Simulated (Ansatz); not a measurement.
A run on `C#CN[AsH][SiH3]` with other settings.

```yaml
crystal:
  periodic: [false, false, false]
  atoms:
    - {symbol: C, position_ang: [1.861513, 2.397185, 0.186607]}
    - {symbol: C, position_ang: [1.451196, 1.301024, 0.468353]}
    - {symbol: N, position_ang: [1.033149, 0.064978, 0.752488]}
    - {symbol: As, position_ang: [0.670752, -1.101848, -0.679451]}
    - {symbol: Si, position_ang: [-1.705641, -0.955159, -0.613521]}
    - {symbol: H, position_ang: [2.235386, 3.364343, -0.045051]}
    - {symbol: H, position_ang: [0.448282, -0.009136, 1.572505]}
    - {symbol: H, position_ang: [0.670217, -2.356626, 0.188879]}
    - {symbol: H, position_ang: [-2.181998, -0.958538, 0.796705]}
    - {symbol: H, position_ang: [-2.125420, 0.309769, -1.266885]}
    - {symbol: H, position_ang: [-2.292137, -2.112991, -1.340030]}
basis:
  gaussian: {orbitals: def2-SVP}
hamiltonian: {xc: {name: SVWN5}}
accuracy: high
output: {forces: true}
```

```sh
$ ansatz run in.yaml --threads 4 --pin off --events-out ev --progress --plain --max-ram 10444MiB
```

It prints (some lines left out):

```
Functional definition: SVWN5
2676 factors; integrals over basis functions are off by at most 1.7e-8 eV
mean field evaluation 1: about -72203.4967 eV, gradient 6.1e1 eV
mean field evaluation 2: about -72150.2550 eV, gradient 1.3e2 eV
mean field evaluation 4: about -72212.2954 eV, gradient 1.1e1 eV
mean field evaluation 8: about -72212.6230 eV, gradient 2.2e-1 eV
mean field evaluation 16: about -72212.6140 eV, gradient 5.8e-5 eV
mean field -72212.61395167 eV, -2653.7646152562 hartree, gradient 6.9e-8 eV, S^2 0.000000; 0 other end points of the search recorded, 0 dependent functions left out
reference -72212.61395543 eV, -2653.7646153943 hartree; 36, 36 occupied and 86, 86 virtual orbitals, 2676 factors
Total energy: -72212.61395543 eV, -2653.7646153943 hartree
Atom 0 at     1.861513     2.397185     0.186607 Å, force     0.439153     1.218496    -0.297820 eV/Å
Atom 1 at     1.451196     1.301024     0.468353 Å, force    -0.664555    -2.032443     0.465463 eV/Å
Atom 2 at     1.033149     0.064978     0.752488 Å, force     0.315882     0.244997    -0.699177 eV/Å
Atom 3 at     0.670752    -1.101848    -0.679451 Å, force     0.037697     0.191505    -0.160698 eV/Å
Atom 4 at    -1.705641    -0.955159    -0.613521 Å, force     0.441920    -0.051506     0.038584 eV/Å
Atom 5 at     2.235386     3.364343    -0.045051 Å, force     0.277634     0.724391    -0.177258 eV/Å
Atom 6 at     0.448282    -0.009136     1.572505 Å, force    -0.440442    -0.140419     0.679778 eV/Å
Atom 7 at     0.670217    -2.356626     0.188879 Å, force    -0.038734    -0.187480     0.140109 eV/Å
Atom 8 at    -2.181998    -0.958538     0.796705 Å, force    -0.127853    -0.001464     0.328595 eV/Å
Atom 9 at    -2.125420     0.309769    -1.266885 Å, force    -0.087086     0.301174    -0.149363 eV/Å
Atom 10 at    -2.292137    -2.112991    -1.340030 Å, force    -0.153616    -0.267252    -0.168212 eV/Å
Dipole moment:    -0.294021    -0.262371     0.094669 e Å
```

It took 7 s on 4 threads of an AMD EPYC 7R43 on a shared host, with 0.37 GiB of host memory at the peak.
